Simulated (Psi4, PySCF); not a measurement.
C$_{3}$H$_{5}$F$_{3}$Si (SMILES C=CC[Si](F)(F)F), singlet, geometry from GFN2-xTB, atoms displaced at random by about 0.03 Å a coordinate. Base run: PBE/STO-3G, gradient (PySCF).

The PySCF input:
```python
from pyscf import gto, scf, dft

mol = gto.Mole()
mol.atom = '''
    C     2.858854   -0.831877   -0.603616
    C     1.994460   -0.416019    0.357709
    C     1.034325    0.728813    0.090938
    Si   -0.716377    0.217123    0.116917
    F    -1.750030    1.395081   -0.030128
    F    -1.083875   -0.729796   -1.167460
    F    -1.173327   -0.669802    1.351904
    H     2.905651   -0.343700   -1.633844
    H     3.534570   -1.624500   -0.438083
    H     2.007837   -0.879764    1.252850
    H     1.332361    1.284497   -0.826145
    H     1.235751    1.455731    0.913714
'''
mol.basis = 'sto-3g'
mol.charge = 0
mol.spin = 0
mol.verbose = 4
mol.build()

mf = dft.RKS(mol)
mf.xc = 'pbe'
mf.kernel()
g = mf.nuc_grad_method()
grad = g.kernel()
```

Programs used: Psi4, PySCF; a row that names a program was run with it.

The coordinate followed is x of atom 2.

Each row names what was changed in the base input (with any setting that the change needs).

| change | dE/dx (Eh/bohr) | net force (Eh/bohr) |
|---|---|---|
| base | -0.018952 | 0.000437 |
| finite difference step (bohr) = 0.05; conv_tol = 1e-11 | -0.018883 | - |
| code = psi4 | -0.018958 | 0.000478 |
| density fitting = on | -0.018961 | 0.000437 |
| grids.level = 0; grid_response = on | -0.015303 | 0.000000 |
| finite difference step (bohr) = 1e-5; conv_tol = 1e-11 | -0.018958 | - |
| finite difference step (bohr) = 0.01; conv_tol = 1e-11 | -0.018955 | - |
| conv_tol = 1e-11 | -0.018953 | 0.000437 |
| finite difference step (bohr) = 0.2; conv_tol = 1e-11 | -0.017780 | - |
| grids.level = 1; grid_response = on | -0.018904 | 0.000000 |
| grids.level = 5; grid_response = on | -0.018945 | 0.000000 |
| grid_response = on | -0.018957 | 0.000000 |

The net force is zero for an exact gradient.
